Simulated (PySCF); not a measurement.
1-chloro-4-ethynylbenzene (C1=C(Cl)C=CC(C#C)=C1, C8H5Cl)

Molfile (atoms numbered from 1):
```
C8H5Cl
     RDKit          3D

 14 14  0  0  0  0  0  0  0  0999 V2000
    3.0824    0.5163    0.4134 C   0  0  0  0  0  0  0  0  0  0  0  0
    1.8990    0.2966    0.2605 C   0  0  0  0  0  0  0  0  0  0  0  0
    0.5062    0.0374    0.0814 C   0  0  0  0  0  0  0  0  0  0  0  0
   -0.3190    0.9851   -0.5479 C   0  0  0  0  0  0  0  0  0  0  0  0
   -1.6744    0.7388   -0.7249 C   0  0  0  0  0  0  0  0  0  0  0  0
   -2.2176   -0.4635   -0.2714 C   0  0  0  0  0  0  0  0  0  0  0  0
   -3.9053   -0.7704   -0.4918 Cl  0  0  0  0  0  0  0  0  0  0  0  0
   -1.4176   -1.4188    0.3560 C   0  0  0  0  0  0  0  0  0  0  0  0
   -0.0629   -1.1667    0.5301 C   0  0  0  0  0  0  0  0  0  0  0  0
    4.1300    0.7111    0.5491 H   0  0  0  0  0  0  0  0  0  0  0  0
    0.1149    1.9229   -0.8994 H   0  0  0  0  0  0  0  0  0  0  0  0
   -2.3171    1.4729   -1.2132 H   0  0  0  0  0  0  0  0  0  0  0  0
   -1.8618   -2.3528    0.7034 H   0  0  0  0  0  0  0  0  0  0  0  0
    0.5710   -1.9082    1.0198 H   0  0  0  0  0  0  0  0  0  0  0  0
  1  2  3  0
  2  3  1  0
  3  4  1  0
  4  5  2  0
  5  6  1  0
  6  7  1  0
  6  8  2  0
  8  9  1  0
  9  3  2  0
  1 10  1  0
  4 11  1  0
  5 12  1  0
  8 13  1  0
  9 14  1  0
M  END
```

Computed, not measured: quadratic response CAM-B3LYP/aug-cc-pVDZ first hyperpolarisability, Taylor convention, gas phase (PySCF). Geometry: PBE0-D3(BJ)/def2-SVP.

(1) Give the tensor of the second harmonic β(−2ω;ω,ω) at 1064 nm in the axes of these coordinates.

## Answers

(1) In au, Taylor convention; rows are the first index (the induced dipole):
|  | xx | yy | zz | xy | xz | yz |
| --- | --- | --- | --- | --- | --- | --- |
| x | -455.1 | -22.0 | -39.4 | -76.5 | -45.0 | -24.8 |
| y | -76.8 | -7.2 | -10.8 | -22.9 | -21.7 | -8.4 |
| z | -46.1 | -7.8 | -13.0 | -21.8 | -35.4 | -10.5 |

Norm of βᵢ = ⅓ Σⱼ (βᵢⱼⱼ + βⱼᵢⱼ + βⱼⱼᵢ): 527.3 au, hyper-Rayleigh value 210.1 au.
